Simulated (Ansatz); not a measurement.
Molecule: cyclobuten-1-yloxysilane, C4H8OSi, net charge 0, singlet state. 
Geometry from a B3LYP-D3(BJ)/def2-TZVP (Ansatz, a quantum-chemistry and plane-wave program) optimisation:
SMILES: [SiH3]OC1=CCC1
```xyz
14

Si     2.1469    -0.1226     0.1047
O      0.7797     0.5672    -0.5374
C     -0.4959     0.2519    -0.2330
C     -1.6723     0.7248    -0.6528
C     -2.4552    -0.2313     0.2317
C     -1.0663    -0.7780     0.7165
H      3.2743     0.5595    -0.5556
H      2.1800    -1.5765    -0.1754
H      2.1980     0.0840     1.5703
H     -1.9676     1.4920    -1.3529
H     -3.0508     0.2293     1.0224
H     -3.0657    -0.9718    -0.2888
H     -0.8547    -0.6200     1.7762
H     -0.8696    -1.8218     0.4631
```

Quantity: atomisation energy (electronic, to ground-state atoms), in eV. Cores are frozen in the correlated levels unless marked. Open shells are spin-unrestricted. Spin-orbit coupling is left out. Non-relativistic. The coupled-cluster limit lacks core correlation, which all-electron functionals hold. CBS(X,Y): correlation extrapolated as X^-3; Hartree-Fock from the larger set.

```csv
level,program,atomisation energy (eV),minus last row
BLYP/def2-TZVPD,Ansatz,57.06,-0.89
revPBE-D3(BJ)/def2-TZVPD,Ansatz + dftd3,57.60,-0.35
MP2/aug-cc-pV(T+d)Z,Ansatz,57.77,-0.18
SCS-MP2/6-31G*,Ansatz,53.05,-4.90
CCSD/STO-3G,Ansatz,59.15,1.20
CCSD(T)/cc-pVTZ,Ansatz,56.36,-1.59
"CCSD(T)/CBS(cc-pV(T+d)Z,cc-pV(Q+d)Z)",Ansatz,57.95,0.00
```
